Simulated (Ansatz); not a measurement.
Cost and result up the ladder for the cluster Li6Te2 (8 atoms). Total charge 0; singlet. Geometry: PBE0-D4/def2-SVP.

Cartesian coordinates in Å:
```
Li -1.862 2.197 0.938
Li 1.872 -2.206 -0.905
Li -0.269 0.345 -1.368
Li 0.263 -0.335 1.339
Li -1.360 -2.682 -0.389
Li 1.367 2.672 0.426
Te -2.180 -0.316 0.327
Te 2.171 0.325 -0.368
```

Ansatz on 4 threads of INTEL XEON PLATINUM 8581C on a shared host. Times are rough, and most runs start from the orbitals of an earlier one. No level here is sound enough to serve as a yardstick. Binding counts from free atoms at the same level (Li doublet, Te triplet; other spins of the atoms weren't run), without zero-point energy or a counterpoise term.

In the def2 sets Te takes a core potential; there is no spin–orbit coupling. Correlated methods freeze 8 core orbitals; core or outer-core shells of Li, Te are correlated, in sets that lack core-valence functions. The rows differ in basis, and correlated rows in double-zeta sets carry the largest basis error. Another isomer (singlet) lies 0.97 eV lower at PBE0-D4/def2-TZVP; other spin states weren't run for this one.

Correlated methods converge slowly with the basis, most of all in double-zeta sets.

| level | functions | binding energy per atom (eV) | remarks |
| --- | --- | --- | --- |
| r2SCAN-D4/def2-TZVP | 184 | 1.85 | restricted SCF unstable in HF |
| ωB97M-V/def2-TZVP | 184 | 1.86 | restricted SCF unstable in HF |
| PBE-D4/def2-TZVP (with forces) | 184 | 1.88 | restricted SCF unstable in HF |
| PBE0-D4/def2-TZVP | 184 | 1.83 | restricted SCF unstable in HF |
| CCSD(T)/def2-SVP | 106 | 1.80 | flagged by the program, large T1 (0.026), restricted SCF unstable |
| BLYP-D4/def2-TZVP | 184 | 1.82 | restricted SCF unstable in HF |

(1) Estimate how long each takes.

## Answers

(1) BLYP-D4/def2-TZVP 1.4 s; PBE-D4/def2-TZVP (with forces) 1.7 s; PBE0-D4/def2-TZVP 2.3 s; r2SCAN-D4/def2-TZVP 2.9 s; ωB97M-V/def2-TZVP 7 s; CCSD(T)/def2-SVP 31 s. On shared hardware such times vary by a factor of up to 3.
